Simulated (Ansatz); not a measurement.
Program: Ansatz. Geometries: PBE0-D4/def2-TZVP. ΔE: electronic, gas phase. CBS: MP2 limit from def2 TZ/QZ plus the TZ coupled-cluster correction, frozen cores. This one scheme is used for every species. Functionals use def2-TZVPP. HSE06 is defined as in plane-wave codes. For Ga, Zn outer-core shells are correlated without core-valence functions, which leaves a few kJ/mol of doubt a bond. Scalar relativity is left out up to krypton. Each species was taken in one conformer, which may not be the lowest.

`[F][Zn][GaH2]` + CH₃OH → `C[O][Zn][F]` + `[GaH3]`  (cleavage of the Zn–Ga bond)

`[F][Zn][GaH2]`:

```xyz
5

F    -1.653   -2.356   -1.363
Zn   -0.735   -1.047   -0.606
Ga    0.516    0.735    0.425
H     1.593    0.434    1.531
H     0.280    2.234    0.013
```

CH₃OH:

Cartesian coordinates in Å:
```
C -0.017 0.284 0.214
O 0.027 -0.420 -1.006
H -0.074 1.345 -0.032
H 0.882 0.124 0.822
H -0.898 0.026 0.815
H 0.080 -1.359 -0.814
```

`C[O][Zn][F]`:

Cartesian coordinates in Å:
```
C -0.525 -0.917 -0.100
O -0.089 0.255 -0.737
Zn 0.837 1.544 0.015
F 1.752 2.885 0.640
H 0.304 -1.530 0.276
H -1.205 -0.718 0.739
H -1.074 -1.519 -0.832
```

`[GaH3]`:

Cartesian coordinates in Å:
```
Ga 0.000 0.000 0.000
H 0.978 -1.161 -0.396
H -0.126 0.443 1.499
H -0.853 0.718 -1.104
```

| level | ΔE (kJ/mol) |
| --- | --- |
| revPBE-D4 | 53.5 |
| PBE-QIDH | 46.5 |
| r2SCAN | 47.1 |
| PBE0 | 58.3 |
| HSE06 | 58.1 |
| CCSD/def2-SVP | 36.8 |
| MP2/def2-TZVPP | 36.1 |
| CCSD/def2-TZVPP | 40.8 |

**Question.** What does CCSD(T)/CBS give? (Estimate.)

**Answer.** Computed: +46.4 kJ/mol. The listed levels differ from it by 7.1, 0.1, 0.7, 11.9, 11.7, -9.6, -10.3, -5.6 kJ/mol.

Largest T1 diagnostic among the species: 0.017.

At CCSD(T), def2-SVP lies −9.0 kJ/mol from the extrapolated value and def2-TZVPP −6.2 kJ/mol. Leaving LDA and LC-ωPBE aside and taking each functional with its dispersion term where it has one, the values, not all of them listed here, spread over 20.2 kJ/mol, from B97M-V to HSE06-D4. LDA lies −4.5 kJ/mol from PBE without D4.
